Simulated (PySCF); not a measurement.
# Functional dependence of a UV spectrum

Compound: C4H13BS.
SMILES: `C[BH2-][S@@+](C)CC`

Linear-response calculations in the def2-SVPD basis (PySCF; singlets by full response, triplets Tamm–Dancoff, core orbitals frozen in the response; HF means time-dependent Hartree–Fock). 'Strongest' is the level of largest summed f among the singlets computed (10 roots, of which the last may lack a degenerate partner); it can jump between rows when another state enters that window. S1 is the lowest singlet of each run and needn't be the same state throughout; f(S1) is that of one state. One conformer (not necessarily the lowest) at the PBE0-D3(BJ)/def2-SVP geometry, without solvent, vibrations or thermal averaging.

| functional | kind | S1 (eV) | f(S1) | strongest (eV) | T1 (eV) | HOMO (eV) | gap (eV) | ionisation energy, ΔSCF (eV) |
| --- | --- | --- | --- | --- | --- | --- | --- | --- |
| LDA | LDA | 5.71 | 0.010 | 6.67 | 5.54 | -6.27 | 5.62 | 9.21 |
| PBE | GGA | 5.80 | 0.013 | 6.69 | 5.59 | -6.23 | 5.71 | 9.15 |
| PBE0 | global hybrid, 25% exact exchange | 6.61 | 0.014 | 7.53 | 6.11 | -7.50 | 7.80 | 9.48 |
| BHandHLYP | global hybrid, 50% exact exchange | 7.05 | 0.014 | 8.00 | 6.44 | -8.74 | 9.55 | 9.68 |
| CAM-B3LYP | range-separated hybrid | 6.85 | 0.014 | 7.76 | 6.29 | -8.91 | 9.88 | 9.70 |
| wB97X-D | range-separated hybrid | 6.89 | 0.013 | 7.91 | 6.40 | -9.39 | 11.32 | 9.65 |
| LC-wPBE | range-separated hybrid | 7.13 | 0.012 | 8.38 | 6.41 | -10.23 | 12.23 | 9.87 |
| HF | Hartree–Fock | 7.68 | 0.019 | 8.85 | 6.73 | -10.57 | 12.77 | not settled |

Problem. What does B3LYP (global hybrid, 20% exact exchange) give?

Solution. S1 (eV) 6.47, f(S1) 0.014, strongest (eV) 7.35, T1 (eV) 6.07, HOMO (eV) -7.34, gap (eV) 7.36, ionisation energy, ΔSCF (eV) 9.50. S1 runs from 5.71 eV (LDA) to 7.68 eV (HF), a spread of 1.97 eV, while the orbital gap spreads over 7.2 eV. Along PBE (0%), B3LYP (20%), PBE0 (25%), BHandHLYP (50%), HF (100%) S1 rises with the share of exact exchange. −ε(HOMO) comes closest to its own ΔSCF ionisation energy with wB97X-D (-0.26 eV) and misses most with LDA (-2.94 eV). 'Not settled' means that the ion's SCF failed to converge or may have ended in another state than the lowest.
